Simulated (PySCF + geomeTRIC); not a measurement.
All values below come from M06-2X/def2-TZVP (PySCF + geomeTRIC). fastk is a local helper that only speeds up exchange builds. No frequencies were computed at this level.

```python
import json, numpy as np
from pyscf import gto, dft
from fastk import lowrank_exchange
atoms = """
C     -1.490177    -0.178332     0.371194
C     -0.300278     0.175678    -0.000323
C      0.896449     0.524479    -0.371602
O      2.020632    -0.255583    -0.326614
H     -2.193931    -0.625582    -0.315512
H     -1.843066    -0.024867     1.380510
H      1.113305     1.507876    -0.765381
H      1.797064    -1.123669     0.027728
"""
def scf(charge, spin, dm0=None):
    mol = gto.M(atom=atoms, basis='def2-tzvp', ecp={}, charge=charge, spin=spin, verbose=3, max_memory=5040)
    mf = dft.KS(mol, xc='m062x').density_fit(auxbasis="def2-universal-jkfit")
    mf.grids.level = 4
    mf.conv_tol = 1e-8
    mf.max_cycle = 60
    mf.kernel(dm0)
    if not mf.converged:
        mf = mf.newton().run(mf.mo_coeff, mf.mo_occ).undo_soscf()
    return mf
mf = scf(0, 0)
from pyscf.geomopt.geometric_solver import kernel as optimize
path = []
done, mol = optimize(mf, maxsteps=80, assert_convergence=False, callback=lambda env: path.append((env["energy"], bool(env["g_scanner"].converged))))
res = dict(converged=bool(done and path[-1][1]), energy=path[-1][0], path=[e for e, c in path], xyz=mol.atom_coords(unit="Angstrom").tolist(), nao=mol.nao)
json.dump(res, open("result.json", "w"))
```

Output:

```
converged SCF energy = -191.865703232233
Geometry optimization cycle 1
converged SCF energy = -191.865703230472
cycle 1: E = -191.86570323  dE = -191.866  norm(grad) = 0.0109667
Geometry optimization cycle 2
converged SCF energy = -191.865825868123
cycle 2: E = -191.865825868  dE = -0.000122638  norm(grad) = 0.00244395
Geometry optimization cycle 3
converged SCF energy = -191.86580658201
cycle 3: E = -191.865806582  dE = 1.92861e-05  norm(grad) = 0.00436217
Geometry optimization cycle 4
converged SCF energy = -191.8658472217
cycle 4: E = -191.865847222  dE = -4.06397e-05  norm(grad) = 0.000721617
Geometry optimization cycle 5
converged SCF energy = -191.865847531074
cycle 5: E = -191.865847531  dE = -3.09374e-07  norm(grad) = 0.000784219
Geometry optimization cycle 6
converged SCF energy = -191.865849625155
cycle 6: E = -191.865849625  dE = -2.09408e-06  norm(grad) = 0.000215137
Geometry optimization cycle 7
converged SCF energy = -191.865849856208
cycle 7: E = -191.865849856  dE = -2.31054e-07  norm(grad) = 0.000132153
<class 'geometric.internal.Distance'> : 7
<class 'geometric.internal.Angle'> : 5
<class 'geometric.internal.LinearAngle'> : 2
<class 'geometric.internal.OutOfPlane'> : 2
<class 'geometric.internal.Dihedral'> : 6
<class 'geometric.internal.TranslationX'> : 1
<class 'geometric.internal.TranslationY'> : 1
<class 'geometric.internal.TranslationZ'> : 1
<class 'geometric.internal.RotationA'> : 1
<class 'geometric.internal.RotationB'> : 1
<class 'geometric.internal.RotationC'> : 1
Step    0 : Gradient = 3.877e-03/6.193e-03 (rms/max) Energy = -191.8657032305
Step    1 : Displace = 1.136e-02/2.215e-02 (rms/max) Trust = 1.000e-01 (=) Grad = 8.641e-04/1.268e-03 (rms/max) E (change) = -191.8658258681 (-1.226e-04) Quality = 0.846
Step    2 : Displace = 1.607e-02/2.904e-02 (rms/max) Trust = 1.414e-01 (+) Grad = 1.542e-03/2.332e-03 (rms/max) E (change) = -191.8658065820 (+1.929e-05) Quality = -0.469
Step    3 : Displace = 8.276e-03/1.460e-02 (rms/max) Trust = 8.033e-03 (-) Grad = 2.551e-04/4.393e-04 (rms/max) E (change) = -191.8658472217 (-4.064e-05) Quality = 0.962
Step    4 : Displace = 2.999e-03/6.183e-03 (rms/max) Trust = 1.136e-02 (+) Grad = 2.773e-04/5.084e-04 (rms/max) E (change) = -191.8658475311 (-3.094e-07) Quality = 0.088
Step    5 : Displace = 1.486e-03/3.240e-03 (rms/max) Trust = 1.500e-03 (-) Grad = 7.606e-05/1.764e-04 (rms/max) E (change) = -191.8658496252 (-2.094e-06) Quality = 1.128
Step    6 : Displace = 6.676e-04/1.021e-03 (rms/max) Trust = 2.121e-03 (+) Grad = 4.672e-05/1.083e-04 (rms/max) E (change) = -191.8658498562 (-2.311e-07) Quality = 1.350
Converged! =D
```

Cost: around 5 core-minutes (rough).
